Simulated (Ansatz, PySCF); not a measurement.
Reaction (SMILES): CC(=O)[O][GeH3] → CC(=O)[O][GeH2] + H atom (the Ge-H bond at the site shown breaks; other sites are not compared here)
Geometries: B3LYP-D3(BJ)/def2-TZVP minima from Ansatz (an electronic-structure program), one conformer each, not searched for the lowest.

Wanted: bond dissociation energy (0 K, with B3LYP-D3(BJ) harmonic zero-point energies from PySCF), in kcal/mol. Cores are frozen in the correlated levels unless marked. UHF or UKS for open shells. Spin-orbit coupling is left out. Frozen are the shells of the preceding noble gas and the d and f shells that filled before the atom's block. No relativistic terms. CBS(X,Y): correlation extrapolated as X^-3; Hartree-Fock from the larger set.

```tsv
level	program	bond dissociation energy (kcal/mol)
B3LYP-D3(BJ)/def2-TZVPD	Ansatz + dftd3	84.1
B3LYP-D4/def2-TZVPD	Ansatz + dftd4	84.0
HSE06-D3(BJ)/def2-TZVPD	Ansatz + dftd3	81.9
PBE-QIDH/def2-TZVPD	Ansatz	82.6
CCSD(T)/CBS(cc-pVTZ,cc-pVQZ)	Ansatz	[?]
```

Question: Some entries are withheld; supply them.

Answer: 
- CCSD(T)/CBS(cc-pVTZ,cc-pVQZ), bond dissociation energy (kcal/mol): 85.7
